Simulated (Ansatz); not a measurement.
Reaction (formal exchange of groups at a B–Ge bond): `[BH2][GeH2][CH]=O` + `CBF` → `BCBF` + `O=[CH][GeH3]`

Calculated with Ansatz (gas phase, PBE0-D4/def2-TZVP geometries, no zero-point term in ΔE). CCSD(T)/CBS adds triple-zeta CCSD(T) − MP2 to the extrapolated MP2 energy (def2 sets, frozen cores). This one scheme is used for every species. Functionals use def2-TZVPP. B3LYP here is the variant with VWN-RPA as its local correlation; programs differ in this. For Ge outer-core shells are correlated without core-valence functions, which leaves a few kJ/mol of doubt a bond. Scalar relativity is left out up to krypton. One conformer a species, not always the lowest.

`[BH2][GeH2][CH]=O`:

Z-matrix (Å, degrees):
```
Ge
C 1 2.023
B 1 2.051 2 106.4
H 1 1.534 2 107.1 3 -125.1
H 1 1.542 2 104.9 3 118.1
O 2 1.196 1 123.3 3 101.1
H 2 1.116 1 116.4 3 -78.5
H 3 1.193 1 121.6 2 -110.2
H 3 1.194 1 119.4 2 66.9
```

`CBF`:

Cartesian coordinates in Å:
```
C 0.645 0.028 0.237
B -0.809 -0.042 -0.303
F -1.751 0.750 0.193
H 0.789 0.762 1.031
H 1.332 0.254 -0.586
H 0.952 -0.959 0.602
H -1.158 -0.793 -1.174
```

`BCBF`:

```xyz
9

B    -1.256    0.371    0.127
C     0.088    0.130   -0.606
B     1.129   -0.446    0.400
F     2.168    0.290    0.769
H    -1.866   -0.556    0.578
H    -1.692    1.474    0.278
H    -0.090   -0.720   -1.285
H     0.475    0.997   -1.143
H     1.044   -1.540    0.882
```

`O=[CH][GeH3]`:

Cartesian coordinates in Å:
```
O 0.906 -1.898 -0.014
C 0.354 -0.996 0.550
Ge -0.238 0.677 -0.387
H 0.150 -1.065 1.645
H 0.452 1.879 0.280
H 0.133 0.579 -1.869
H -1.758 0.824 -0.205
```

```
             level  ΔE (kJ/mol)
            PBE-D4        -17.7
          B3LYP-D4        -21.9
               PBE        -17.7
            revPBE        -15.5
           LC-ωPBE        -27.4
CCSD(T)/def2-TZVPP        -22.5
     MP2/CBS(def2)        -25.4
    CCSD/CBS(def2)        -21.5
```

Problem. What does CCSD(T)/CBS give? (Estimate.)

Solution. Ansatz gave: -21.4 kJ/mol. The listed levels differ from it by 3.7, -0.5, 3.7, 5.9, -6.0, -1.1, -4.0, -0.1 kJ/mol.

Largest T1 diagnostic among the species: 0.016.

At CCSD(T), def2-SVP lies −10.3 kJ/mol from the extrapolated value and def2-TZVPP −1.1 kJ/mol. From BLYP to BHLYP (50 % exact exchange), in def2-TZVPP and without D4, ΔE moves by −8.0 kJ/mol.
